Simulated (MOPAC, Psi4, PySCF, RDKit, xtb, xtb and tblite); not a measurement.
Conformational energy of SMILES C#Cc1ccc(OC)s1 (C7H6OS). Scanned: dihedral S9–C6–O7–C8; all other coordinates were relaxed at GFN2-xTB. Points at φ and −φ are mirror images.

Geometry of the scan point at -135° (Å):
```
15

C     -3.8877     0.6782     0.2525
C     -2.7651     0.2763     0.0984
C     -1.4547    -0.1768    -0.0785
C     -1.0447    -1.4041    -0.5180
C      0.3562    -1.5430    -0.5589
C      1.0076    -0.4236    -0.1327
O      2.3316    -0.1633    -0.0368
C      3.1326    -0.6003    -1.1181
S     -0.0920     0.8591     0.2778
H     -4.8721     1.0149     0.3830
H     -1.7306    -2.1848    -0.7937
H      0.8557    -2.4426    -0.8707
H      2.7189    -0.2675    -2.0742
H      3.2297    -1.6900    -1.1271
H      4.1119    -0.1518    -0.9632
```

- GFN2-xTB (xtb and tblite)
- MMFF94 // GFN2-xTB (RDKit)
- PBE0/def2-SVP // GFN2-xTB (Psi4)
- PBE0-D3(BJ)/def2-SVP // GFN2-xTB (Psi4)
- PBE/def2-SVP // GFN2-xTB (Psi4)
- PBE-D3(BJ)/def2-SVP // GFN2-xTB (Psi4)
- UFF // GFN2-xTB (RDKit)
- PM6, restricted, heats of formation // GFN2-xTB (MOPAC)
- PM7, restricted, heats of formation // GFN2-xTB (MOPAC)
- GFN1-xTB // GFN2-xTB (xtb)
- RKS-B3LYP/6-31G* = restricted B3LYP/6-31G*, spherical d, density fitting // GFN2-xTB (PySCF)
- RKS-B3LYP/LANL2DZ = restricted B3LYP/LANL2DZ, with its core potentials past Ne // GFN2-xTB (PySCF)
- RKS-B3LYP/6-311+G** = PySCF with restricted B3LYP/6-311+G**, spherical d, density fitting // GFN2-xTB

Least-squares fit of E(φ) = a0 + Σ (a_n cos nφ + b_n sin nφ), n = 1 to 4, to the 24 scan points, in kcal/mol above the lowest point of each profile (levels whose profile four harmonics don't fit are not listed):

```tsv
method	a0	a1	b1	a2	b2	a3	b3	a4	b4	rms of fit
GFN2-xTB	2.05	-0.80	0.00	-1.37	0.00	0.19	0.00	-0.07	0.00	0.01
MMFF94	2.10	0.86	0.00	-1.14	0.00	0.11	0.00	0.00	0.00	0.04
PBE0/def2-SVP	1.53	-0.14	0.00	-1.26	0.00	0.23	0.00	-0.20	0.00	0.03
PBE0-D3(BJ)/def2-SVP	1.49	-0.18	0.00	-1.27	0.00	0.23	0.00	-0.20	0.00	0.03
PBE/def2-SVP	1.51	-0.26	0.00	-1.37	0.00	0.25	0.00	-0.16	0.00	0.02
PBE-D3(BJ)/def2-SVP	1.58	-0.31	0.00	-1.39	0.00	0.24	0.00	-0.17	0.00	0.03
UFF	3.77	-1.10	0.00	-2.94	0.00	-0.02	0.00	0.24	0.00	0.07
PM6	1.83	0.62	0.00	-1.03	0.00	0.17	0.00	0.00	0.00	0.02
PM7	2.31	1.37	0.00	-0.64	0.00	0.24	0.00	-0.04	0.00	0.03
GFN1-xTB	2.09	-0.93	0.00	-1.17	0.00	0.09	0.00	-0.07	0.00	0.02
RKS-B3LYP/6-31G*	1.49	0.18	0.00	-0.88	0.00	0.27	0.00	-0.16	0.00	0.03
RKS-B3LYP/LANL2DZ	1.64	0.42	0.00	-0.71	0.00	0.39	0.00	-0.12	0.00	0.02
RKS-B3LYP/6-311+G**	1.39	0.16	0.00	-0.80	0.00	0.30	0.00	-0.11	0.00	0.03
```
